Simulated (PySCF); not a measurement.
fluoroethane (C2H5F), singlet, at the geometry optimised at the base level; HF/STO-3G, frequencies run with PySCF.

Here is a job for PySCF.
```python
from pyscf import gto, scf
from pyscf.hessian import thermo

mol = gto.M(
    atom='''
C     1.203022   -0.145639    0.254095
C    -0.323032   -0.395605    0.214461
F    -0.972983    0.589063   -0.511973
H     1.688783   -0.928767    0.827715
H     1.613534   -0.143851   -0.750995
H     1.418849    0.811715    0.718446
H    -0.719950   -0.416463    1.238971
H    -0.524305   -1.376741   -0.237715
''',
    basis='sto-3g',
    charge=0,
    spin=0,
    verbose=3,
)

mf = scf.RHF(mol)
mf.kernel()
hess = mf.Hessian().kernel()
freq = thermo.harmonic_analysis(mf.mol, hess)
thermo.dump_normal_mode(mf.mol, freq)
th = thermo.thermo(mf, freq['freq_au'], 298.15, 101325)
thermo.dump_thermo(mf.mol, th)
```

Problem. What does PySCF print? Leave out banner, timings and long lists.

Solution. 
```
converged SCF energy = -175.753565071594
Mode                                 0                   1                   2
Irrep
Freq [cm^-1]                      223.7819            446.4642            936.8337
Reduced mass [au]                   1.1296              3.2115              1.1023
Force const [Dyne/A]                0.0333              0.3772              0.5700
Char temp [K]                     321.9723            642.3626           1347.8951
Normal mode                   x     y     z       x     y     z       x     y     z
       0   C                 0.00 -0.00 -0.00    0.11 -0.06  0.05   -0.00  0.02  0.03
       1   C                -0.01  0.04  0.06    0.06  0.09 -0.05   -0.01  0.04  0.06
       2   F                 0.01 -0.03 -0.04   -0.14 -0.00 -0.02    0.00 -0.01 -0.02
       3   H                 0.06 -0.30 -0.46   -0.12 -0.17  0.10    0.02 -0.09 -0.14
       4   H                -0.14  0.48 -0.06    0.25 -0.13  0.11   -0.39 -0.19 -0.13
       5   H                 0.09 -0.24  0.44    0.25 -0.12  0.12    0.42  0.01 -0.15
       6   H                 0.01  0.15  0.07    0.09  0.07 -0.04   -0.32 -0.35 -0.07
       7   H                -0.04 -0.00  0.16    0.09  0.07 -0.03    0.37  0.12 -0.28
Mode                                 3                   4                   5
Irrep
Freq [cm^-1]                     1073.0012           1263.2983           1355.4851
Reduced mass [au]                   1.9706              2.0324              1.4374
Force const [Dyne/A]                1.3367              1.9111              1.5560
Char temp [K]                    1543.8099           1817.6051           1950.2413
Normal mode                   x     y     z       x     y     z       x     y     z
       0   C                 0.14 -0.04  0.04    0.08  0.10 -0.05    0.01 -0.04 -0.07
       1   C                -0.07 -0.07  0.03   -0.15 -0.03  0.00   -0.01  0.07  0.11
       2   F                -0.05  0.05 -0.04    0.03 -0.02  0.02    0.00 -0.02 -0.03
       3   H                 0.57  0.17 -0.03   -0.28 -0.09  0.02   -0.02  0.08  0.12
       4   H                -0.05  0.11 -0.04    0.38 -0.06  0.06    0.29  0.12  0.05
       5   H                -0.04  0.08 -0.09    0.37 -0.03  0.10   -0.30 -0.04  0.08
       6   H                -0.20 -0.03 -0.01   -0.17 -0.04  0.01    0.11 -0.43  0.15
       7   H                -0.20 -0.03 -0.01   -0.17 -0.04  0.00   -0.09  0.30 -0.35
Mode                                 6                   7                   8
[...]
       3   H                -0.23 -0.14  0.06    0.01 -0.02  0.01    0.25 -0.41  0.30
       4   H                 0.08  0.50  0.06    0.01  0.00 -0.01    0.21 -0.00 -0.52
       5   H                 0.15  0.17 -0.46    0.01  0.01  0.00    0.11  0.50  0.24
       6   H                 0.03  0.39  0.06    0.24  0.01 -0.64   -0.00  0.00  0.01
       7   H                 0.09  0.11 -0.37    0.12  0.61  0.28    0.00 -0.01 -0.01
Mode                                15                  16                  17
Irrep
Freq [cm^-1]                     3655.0983           3759.1094           3759.1673
Reduced mass [au]                   1.1095              1.1095              1.1096
Force const [Dyne/A]                8.7330              9.2370              9.2383
Char temp [K]                    5258.8727           5408.5214           5408.6048
Normal mode                   x     y     z       x     y     z       x     y     z
       0   C                 0.00 -0.00 -0.00    0.01 -0.08  0.05    0.01 -0.05 -0.08
       1   C                -0.01  0.05  0.08   -0.00 -0.00  0.00    0.00 -0.00 -0.00
       2   F                 0.00 -0.00 -0.00   -0.00  0.00 -0.00    0.00  0.00  0.00
       3   H                 0.00 -0.00 -0.00   -0.34  0.56 -0.41    0.01 -0.01  0.00
       4   H                -0.01 -0.00  0.04    0.14 -0.00 -0.35   -0.25 -0.00  0.62
       5   H                 0.00  0.04  0.02    0.08  0.35  0.17    0.13  0.58  0.28
       6   H                 0.24  0.01 -0.62    0.01  0.00 -0.01   -0.02 -0.00  0.04
       7   H                -0.12 -0.60 -0.27    0.00  0.01  0.00    0.01  0.03  0.02
temperature 298.1500 [K]
pressure 101325.00 [Pa]
Rotational constants [GHz] 36.54341 9.07767 7.99637
Symmetry number 1
Zero-point energy (ZPE) 0.08058 [Eh]   211568.417 [J/mol]
                           tot       elec      trans        rot        vib
Entropy [J/mol/K]       263.098      0.000    157.042     93.389     12.667
Cv [J/mol/K]             43.956      0.000     12.472     12.472     19.013
Cp [J/mol/K]             52.271      0.000     20.786     12.472     19.013
Internal energy [J/mol]                      3718.434   3718.434 213953.271
Internal energy [Eh]   -175.66924  -175.75357
Enthalpy [J/mol]                             6197.391   3718.434 213953.271
Enthalpy [Eh]          -175.66830
Gibbs free energy [J/mol]                  -40624.659 -24125.634 210176.670
Gibbs free energy [Eh] -175.69818
```
